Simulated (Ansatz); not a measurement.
Isomers of C₂H₅FGeSi, relaxed with PBE0-D4/def2-TZVP in Ansatz; electronic energies, one conformer each and not always the lowest. Functionals use def2-TZVPP; CBS adds triple-zeta CCSD(T) − MP2 to the MP2 limit of def2-TZVPP and def2-QZVPP.

Outer-core shells of Ge are correlated without core-valence functions. Scalar relativity is left out up to krypton. Spin–orbit coupling is left out.

**Question.** Order them by energy at frozen-core CCSD(T)/CBS, lowest first. (An estimate is asked.)
A. `F[SiH2]C#[C][GeH3]`
B. `F[C]1=[CH][GeH]1[SiH3]`
C. `FC#[C][GeH2][SiH3]`

**Answer.** A (0.0 kJ/mol), B (285.6 kJ/mol), C (292.6 kJ/mol).

**Question.** How do ωB97M-V, B3LYP-D4, MP2/CBS(def2), HF/CBS(def2) place them (kJ/mol, against `F[SiH2]C#[C][GeH3]`)? (Estimate.)

**Answer.** Ansatz gave: 
| isomer | ωB97M-V | B3LYP-D4 | MP2/CBS(def2) | HF/CBS(def2) |
| --- | --- | --- | --- | --- |
| `FC#[C][GeH2][SiH3]` | 279.7 | 276.5 | 306.6 | 308.1 |
| `F[C]1=[CH][GeH]1[SiH3]` | 273.5 | 273.3 | 300.0 | 338.2 |

B3LYP here is the variant with VWN-RPA as its local correlation; programs differ in this.
